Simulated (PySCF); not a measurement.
A PySCF script (with the pyscf-properties extension) for the NMR shieldings of SMILES BNC12C=CC(C=C1)C=C2, C8H10BN, on a GFN2-xTB geometry:

```python
import basis_set_exchange as bse
import numpy as np
from pyscf import gto, dft
from pyscf.prop import nmr

atoms = """
B     2.681591   -0.430232    1.158721
N     1.966662    0.233265    0.183523
C     0.547173    0.145188   -0.046428
C     0.045595    0.977196   -1.212477
C    -1.257677    0.890804   -1.417392
C    -1.967633   -0.021627   -0.440338
C    -1.246607   -1.351256   -0.548778
C     0.055307   -1.267025   -0.345757
C    -1.602459    0.511000    0.931773
C    -0.301183    0.598609    1.137528
H     3.838555   -0.253757    1.221142
H     2.119752   -1.147722    1.896029
H     2.427345    0.859765   -0.459786
H     0.740082    1.565283   -1.786236
H    -1.810135    1.396751   -2.187917
H    -3.039529   -0.091839   -0.609657
H    -1.797199   -2.246761   -0.770681
H     0.771490   -2.066629   -0.363610
H    -2.374581    0.772791    1.631634
H     0.198303    0.936871    2.025671
"""
names = dict.fromkeys(["B", "N", "C", "H"], "pcSseg-1")
basis = {el: gto.basis.parse(bse.get_basis(n, elements=[el], fmt="nwchem")) for el, n in names.items()}
mol = gto.M(atom=atoms, basis=basis, charge=0, verbose=0)
mf = dft.RKS(mol, xc="PBE0")
mf.grids.level = 2
mf.grids.alignment = dft.numint.BLKSIZE   # the property module wants whole blocks of grid points
mf.conv_tol = 1e-9
mf.kernel()

calc = nmr.RKS(mf)   # GIAO
C = mf.mo_coeff
Co = C[:, mf.mo_occ > 0]
resp = mf.gen_response(singlet=True, hermi=2)
def vind(x):   # induced exchange potential for any number of trial vectors
    d = np.einsum("pi,xij,qj->xpq", C, 2 * x.reshape(-1, C.shape[1], Co.shape[1]), Co, optimize=True)
    return np.einsum("xpq,pi,qj->xij", resp(d - d.transpose(0, 2, 1)), C, Co, optimize=True).ravel()
mo1, _ = nmr.rhf.solve_mo1(calc, with_cphf=vind)
sigma = calc.kernel(mo1)
for i, s in enumerate(sigma):   # ppm
    print("%2d %-2s %9.2f" % (i, mol.atom_pure_symbol(i), np.trace(s) / 3))
```

**Question.** Give the expected output.

**Answer.** 
```
 0 B      62.98
 1 N     102.04
 2 C     109.29
 3 C      34.52
 4 C      36.41
 5 C     132.04
 6 C      39.87
 7 C      26.12
 8 C      39.85
 9 C      25.87
10 H      26.71
11 H      26.53
12 H      25.42
13 H      24.94
14 H      24.57
15 H      26.96
16 H      24.71
17 H      24.54
18 H      24.71
19 H      24.55
```

These numbers come from an equivalent density-fitted implementation of the same equations, which agrees with the script to about 0.01 ppm for H and up to a few tenths of a ppm for heavy atoms, so last digits may differ.

Size and cost of the density-fitted run: 220 basis functions, 2.5 min wall time on 1 thread of an Intel Xeon, shared host; peak memory 1 GiB.
